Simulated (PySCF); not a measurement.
Sn(Cl)(NH2) (ClH₂NSn), SMILES [NH2][Sn][Cl] (connectivity only; charge and spin as stated), neutral, multiplicity 1. Geometry optimised at B3LYP-D3(BJ)/def2-TZVP. The def2 effective core potentials stand for the cores of Sn; spin–orbit coupling is left out. The values are those of a single conformer.

The numbers are results of B3LYP-D3(BJ)/def2-TZVP run with PySCF, not measurements.

Harmonic wavenumbers (cm⁻¹): 159, 321, 367, 449, 599, 646, 1538, 3528, 3642. Rotational constants (GHz): 8.431, 2.956, 2.189; symmetry number 1.

**Question.** Work out the zero-point energy and the ideal-gas rigid-rotor harmonic-oscillator thermochemistry at 298.15 K and 1 atm.

**Answer.** ZPE = ½ Σ hcν = ½ × 11251 cm⁻¹ = 67.29 kJ/mol. H − E(el) = 82.28 kJ/mol. Entropy in J/(mol K): translation 172.81, rotation 109.54, vibration 27.58, total 309.93. G − E(el) = -10.13 kJ/mol. Cp = 68.67 J/(mol K).
